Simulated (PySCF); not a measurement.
# One molecule, several mistakes: ClGeH2NSi

All numbers below are calculated, not measured. They come from PySCF 2.14.0, an open-source quantum chemistry program, on an isolated molecule that a program drew, which may never have been made. The molecule is ClGeH2NSi (charge 0, singlet), drawn as the SMILES string `Cl[Si][N]=[GeH2]`.

Each row is a Hartree-Fock (HF) and frozen-core CCSD(T) single point in the cc-pV(D+d)Z basis, meant for a local HF minimum. Run 1 is clean. Each other run has one planted mistake out of seven kinds, and not every kind appears here: one electron removed, one electron added, multiplicity raised by two, geometry at a saddle point, minimal basis STO-3G, one bond length entered in bohr, all coordinates scaled. The reference is restricted for singlets and unrestricted otherwise, and also for a bond in bohr. Adding or removing an electron swaps singlet and doublet. Electrons count all cores. HOMO and LUMO are orbital energies over both spins, the gradient is its largest component, and the lowest frequency (negative if imaginary) is given only where the gradient is small. Bond lengths are over the 5 bonds as drawn. T1 is the CCSD diagnostic: over 0.02 (restricted) or 0.045 (unrestricted) a single reference is doubtful. Germanium has the cc-pVDZ-PP basis, with a core potential (ECP10MDF) in place of its 10 inner electrons, and its 3s, 3p and 3d shells are frozen in CCSD(T).

Geometry of the clean run:
```xyz
6
ClGeH2NSi, angstrom
Cl   -1.1291    1.3507    0.6790
Si    0.3879    0.3411   -0.4740
N    -0.4948   -0.2240   -1.7631
Ge   -1.3058   -0.8233   -3.0838
H    -1.4470   -0.0434   -4.3801
H    -1.9204   -2.2126   -3.1052
```

```
run,electrons,basis functions,<S^2>,HOMO (eV),LUMO (eV),gradient (hartree/bohr),lowest frequency (cm^-1),mean bond (Å),longest bond (Å),T1,HF (hartree),CCSD(T) (hartree),mistake
1,72,93,0.000,-8.62,0.58,2.1e-05,64,1.7036,2.156,0.0216,-1097.42665,-1097.95768,no fault
2,72,93,2.048,-7.11,-0.72,1.2e-01,-,1.7036,2.156,0.0634,-1097.35306,-1097.85283,multiplicity raised by two
3,72,93,0.000,-8.51,0.12,4.2e-05,-81,1.7135,2.134,0.0191,-1097.41818,-1097.94759,?
4,73,93,0.766,-1.06,6.66,8.6e-02,-,1.7036,2.156,0.0200,-1097.43441,-1097.97017,?
```

**Which mistake was planted in run 3, and what did it cost?**

The gradient is small, so the point is stationary, but the lowest frequency is imaginary (-81 cm^-1). So the mistake is: geometry at a saddle point. Subtracting run 1 and multiplying by 627.51 kcal/mol a hartree, the energy moved by 5.3 kcal/mol in HF and 6.3 kcal/mol in CCSD(T).

**Which mistake was planted in run 4, and what did it cost?**

It counts 73 electrons, one more than the clean run, at the same geometry and basis. So the mistake is: one electron added. Subtracting run 1 and multiplying by 627.51 kcal/mol a hartree, the energy moved by -4.9 kcal/mol in HF and -7.8 kcal/mol in CCSD(T).

Cautions from the logs. Run 1: T1 is over the limit, so its CCSD(T) energy is less reliable; run 2: T1 is over the limit, so its CCSD(T) energy is less reliable.
